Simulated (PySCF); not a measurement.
## NMR parameters of Ge(OH)2H2

Ge(OH)2H2, GeH4O2.

Bonds: Ge1-O2 1.778 Å, Ge1-O4 1.767 Å. Ge1 carries H6, H7; O2 carries H3; O4 carries H5.

GIAO calculations in PySCF on the PBE0-D3(BJ)/def2-SVP structure: isolated species, non-relativistic, equivalent atoms averaged; basis pcSseg-1 (pcSseg-2 on Ge).

Q: Give the isotropic shieldings (ppm) with B3LYP, PBE, PBE0.

A: 
| atoms | environment | B3LYP | PBE | PBE0 |
| --- | --- | --- | --- | --- |
| Ge1 | germanium bonded to 2 O, 2 H | 1286 | 1242 | 1317 |
| O2/O4 | oxygen bonded to Ge, H | 306.9 | 301.0 | 313.1 |
| H6/H7 | hydrogen on a germanium bonded to 2 O | 25.66 | 25.12 | 25.56 |
| H3/H5 | hydrogen on an oxygen bonded to Ge | 31.05 | 31.01 | 30.98 |
| HOMO–LUMO gap (eV) | – | 7.96 | 6.08 | 8.50 |

Q: And the chemical shifts, against references computed in the same way?

A: 
```json
{"atoms": "O2/O4", "nucleus, reference": "$^{17}$O, H2O", "B3LYP": "27.1", "PBE": "33.6", "PBE0": "21.4"}
{"atoms": "H6/H7", "nucleus, reference": "$^{1}$H, TMS", "B3LYP": "5.72", "PBE": "6.08", "PBE0": "5.71"}
{"atoms": "H3/H5", "nucleus, reference": "$^{1}$H, TMS", "B3LYP": "0.33", "PBE": "0.19", "PBE0": "0.29"}
```

Q: Which part of the shielding of Ge1 depends on the functional?

A: Diamagnetic: B3LYP 2757, PBE 2758, PBE0 2758 ppm; paramagnetic: B3LYP -1471, PBE -1516, PBE0 -1441 ppm. The diamagnetic part, set mainly by inner electrons, hardly moves; the paramagnetic part goes with low-lying magnetically allowed excitations and carries the spread.

Q: What couplings does PBE/pcJ-1 (pcSseg-1 on Ge) give?

A: $^{1}J$(O2,H3) = -68.2, $^{2}J$(H6,H7) = 55.5, $^{2}J$(O2,H6) = -5.9, $^{2}J$(O2,O4) = -3.5 Hz (averaged over equivalent pairs; isotopes $^{17}$O, $^{1}$H).

Relativistic effects, spin–orbit coupling among them, are left out; they matter for Ge and for the light atoms bonded to it. Experimental scales use liquid or dissolved standards, which lie at an offset from isolated H2O (liquid H2O: subtract about 36 ppm).
